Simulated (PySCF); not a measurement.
C2H5ClMg, SMILES [CH2](C)[Mg][Cl].

Geometry optimised at TPSSh-D3(BJ)/def2-SVP. Other conformers were not sampled.

Level of theory: IEF-PCM-ωB97X/def2-SVP (PySCF).

The values are the electrostatic part of the solvation free energy, E(continuum) − E(gas) at the gas-phase geometry, in a cavity of scaled van der Waals radii (PySCF's table); cavitation and dispersion terms are not included. A continuum can't describe solvent molecules that bind to the metal. In vacuum the orbital gap is 10.00 eV. The dipole moment in vacuum is 2.17 D.

Computed values in water (ε = 78.36), N,N-dimethylformamide (ε = 37.22), ethylethanoate (ε = 5.99):
```
solvent                    ε  ΔG(elec) (kcal/mol)  dipole (D)  gap (eV)
---------------------  -----  -------------------  ----------  --------
water                  78.36                -12.0        2.20     10.19
N,N-dimethylformamide  37.22                -11.7        2.21     10.18
ethylethanoate          5.99                 -9.2        2.24     10.13
```
